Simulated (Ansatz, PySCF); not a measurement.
Potential energy curve for CH₆Ge, SMILES [CH3][GeH3]. The Ge2–H8 bond (Ge2 also carries C, H, H; H8 carries nothing else) is varied alone, starting from the PBE0/def2-TZVP optimised geometry.

UMP2 = MP2 on UHF/cc-pVDZ, 10 core orbitals frozen run with PySCF; UKS-PBE = unrestricted PBE/cc-pVDZ in Ansatz (a quantum-chemistry and plane-wave program); RKS-wB97X-V = restricted wB97X-V/cc-pVDZ (PySCF); RKS-LDA (SVWN5)/6-31G* = restricted LDA (SVWN5)/6-31G*, spherical d (PySCF); UKS-LDA (SVWN5)/6-31G* = unrestricted LDA (SVWN5)/6-31G*, spherical d (PySCF).

Energies are in mEh, each relative to the lowest point of its own curve near equilibrium.

```csv
R / Å,UMP2,UKS-PBE,RKS-wB97X-V,RKS-LDA (SVWN5)/6-31G*,UKS-LDA (SVWN5)/6-31G*
1.17,76.2,78.4,77.1,77.1,77.1
1.23,48.0,50.3,48.9,49.0,49.0
1.30,25.4,27.5,26.2,26.5,26.5
1.39,8.5,10.0,8.9,9.2,9.2
1.45,2.7,3.6,3.0,3.2,3.2
1.49,0.7,1.3,0.9,1.0,1.0
1.54,0.0,0.0,0.0,0.0,0.0
1.57,?,0.0,0.3,0.1,0.1
1.62,2.0,1.0,1.8,1.4,1.4
1.68,5.5,3.7,5.1,4.3,4.3
1.78,14.0,10.6,13.2,11.6,11.6
1.89,25.8,20.5,24.5,21.8,21.8
2.07,47.6,39.0,45.8,40.9,40.9
2.33,86.8,66.3,77.6,68.9,68.9
2.57,110.4,89.1,105.2,92.4,92.4
2.76,120.2,104.9,125.1,108.7,108.7
3.10,128.6,123.4,?,132.7,131.2
3.41,131.6,130.7,179.1,149.4,141.7
3.80,133.1,134.3,202.7,164.9,148.1
4.17,133.6,135.4,220.5,175.1,150.9
4.67,133.8,135.9,?,?,152.4
5.32,133.9,136.1,?,?,152.9
```

Fill in the missing entries.


- 1.57, UMP2: 0.4
- 3.10, RKS-wB97X-V: 155.9
- 4.67, RKS-wB97X-V: 238.6
- 4.67, RKS-LDA (SVWN5)/6-31G*: 184.0
- 5.32, RKS-wB97X-V: 254.5
- 5.32, RKS-LDA (SVWN5)/6-31G*: 190.1

The unrestricted determinant behind UMP2 is spin-contaminated at 2.33 to 5.32 Å (<S²> up to 1.0, against 0.00 for a pure singlet). The unrestricted determinant behind UKS-PBE, UKS-LDA (SVWN5)/6-31G* is spin-contaminated at 3.10 to 5.32 Å (<S²> up to 1.0, against 0.00 for a pure singlet). At the longest distance RKS-wB97X-V leaves fractional charges on the fragments, a sign of delocalisation error or of the restricted form. The restricted form behind RKS-wB97X-V, RKS-LDA (SVWN5)/6-31G* keeps the bonding electrons paired and can't separate into open-shell fragments.
